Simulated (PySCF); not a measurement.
# UHF on Nb⁺ (niobium, charge +1)

Configuration: [Kr] 4d3 5s1, high-spin 5F determinant (an excited configuration). Calculation: PySCF 2.14, in aug-cc-pVTZ-DK (9s8p6d3f2g, 102 functions); scalar relativity by spin-free X2C-1e.

* Total energy: -3816.909647 hartree
* One-electron energy: -5256.5873 hartree
* Hartree (Coulomb) energy: 1557.3400 hartree
* Exchange energy: -117.6623 hartree
* ⟨S²⟩: 6.0056
* ⟨L²⟩: 12.054
* Sum of ⟨r⟩: 28.24 bohr
* Sum of ⟨r²⟩: 44.48 bohr²
* Langevin diamagnetic susceptibility: -35.2 ×10⁻⁶ cm³/mol

```tsv
shell	electrons	mean orbital energy (eV)	spread (eV)	rms radius, mean of both spins (bohr)
1s α	1	-19094.8	0	0.0415
1s β	1	-19094.8	0	0.0415
2s α	1	-2753.3	0	0.171
2s β	1	-2752.8	0	0.171
2p α	3	-2454.0	0	0.152
2p β	3	-2453.5	0	0.152
3s α	1	-499.49	0	0.471
3s β	1	-499.11	0	0.471
3p α	3	-398.67	0	0.478
3p β	3	-398.31	0	0.478
3d α	5	-233.79	0.780	0.473
3d β	5	-233.00	0.183	0.473
4s α	1	-84.029	0	1.24
4s β	1	-80.253	0	1.24
4p α	3	-55.140	0	1.39
4p β	3	-50.200	0	1.39
4d α	3	-17.478	0	2.08
5s α	1	-13.180	0	3.55
```

Densities and radii are taken from the X2C orbitals without a picture-change correction, which distorts them close to the nucleus.

Spin-orbit constants ζ (cm⁻¹) from the X2C one-electron operator on these orbitals: bare nucleus, nucleus screened by l(l+1)(2l+1)/3 electrons, and screened by the Breit-Pauli mean field of the electrons.

| shell | bare | screened nucleus | mean field |
| --- | --- | --- | --- |
| 2p | 523300 | 497800 | n/a |
| 3p | 85640 | 81470 | n/a |
| 3d | 11920 | 9011 | n/a |
| 4p | 10600 | 10080 | n/a |
| 4d | 742.6 | 561.5 | n/a |

To first order the Landé constant is A = 140.4 cm⁻¹, so the lowest level has J = 1 and lies 0.139 eV below the centre of the term. This holds in LS coupling only.
